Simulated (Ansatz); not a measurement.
B3W3, relaxed as a doublet with UKS PBE-D4/def2-SVP in Ansatz, starting from the GFN1-xTB geometry. Force threshold 0.02 eV/Å.

In the def2 sets W takes a core potential; there is no spin–orbit coupling. The structure comes from a short search, and lower isomers may exist.

Start:

Cartesian coordinates in Å:
```
W 0.186 1.186 1.397
W 0.021 -1.300 0.711
W -0.120 0.920 -1.155
B -0.127 -1.223 -1.446
B 1.619 0.153 0.058
B -1.579 0.264 0.435
```

**Question.** Estimate the energy that the relaxation releases and the steps that it takes.

**Answer.** 142.3 kJ/mol, in 16 steps; 56 s on 4 threads of Arm Neoverse V1 on a shared host. No frequencies were taken in this run, so the end may be a saddle point.

**Question.** Does the start keep its bonding and symmetry?

**Answer.** Bonds formed: B4–B5 (atoms count from 1). The end is the same structure that another start reached, the lowest one found. Point group Cs at the start, Cs at the end, both within 0.05 Å.

**Question.** Predict the relaxed structure.

**Answer.** 
```tsv
atom	x (Å)	y (Å)	z (Å)
W1	0.363	1.068	1.242
W2	-0.206	-1.229	0.745
W3	-0.345	0.924	-1.066
B4	0.398	-1.001	-1.221
B5	1.380	-0.038	-0.150
B6	-1.591	0.275	0.449
```
Bond lengths (bridged metal pairs left out): 8 × B–W 2.05 to 2.25 Å; 3 × W–W 2.42 to 2.82 Å; 1 × B–B 1.74 Å.
